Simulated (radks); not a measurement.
The numbers below are computed, except where a source is named.
Spherical quantum dot in the effective-mass picture: electrons in a well V = -V0 / (1 + exp((r - R)/a)) with V0 = 29.9, R = 2.11, a = 0.14, with a point charge +1 (a donor) at the centre, all in effective atomic units (hartree* = m*/eps^2 hartree, bohr* = eps/m* bohr), one dielectric constant everywhere. Level of theory: non-relativistic Kohn-Sham, exchange-only LDA, spin-polarised, spherical densities (a radial shooting solver with Libxc functionals). Levels are named by radial order and angular momentum (1s, 1p, 1d, 2s, ...), and open shells are averaged over m. Results are scaled to m* = 0.025 and eps = 10.6, for which hartree* = 6.055 meV and bohr* = 22.44 nm.

N = 3, configuration 1s2 1p(up 1, down 0). This is the lowest configuration that the search found. Occupied and some empty levels:

| level | occupation | eigenvalue (meV) | <r> (nm) |
|---|---|---|---|
| 1s up | 1 | -168.78 | 21.07 |
| 1s down | 1 | -168.13 | 20.87 |
| 1p up | 1 | -160.04 | 26.88 |
| 1p down | 0 | -159.25 | 26.85 |
| 1d up | 0 | -150.40 | 29.86 |
| 1d down | 0 | -149.59 | 29.88 |
| 2s up | 0 | -149.11 | 23.45 |
| 2s down | 0 | -148.58 | 23.56 |
| 1f up | 0 | -139.18 | 31.96 |
| 1f down | 0 | -138.39 | 32.00 |

Energy (meV): total -518.080, kinetic 27.084, external -560.94, Hartree 23.794, exchange-correlation -8.0200.
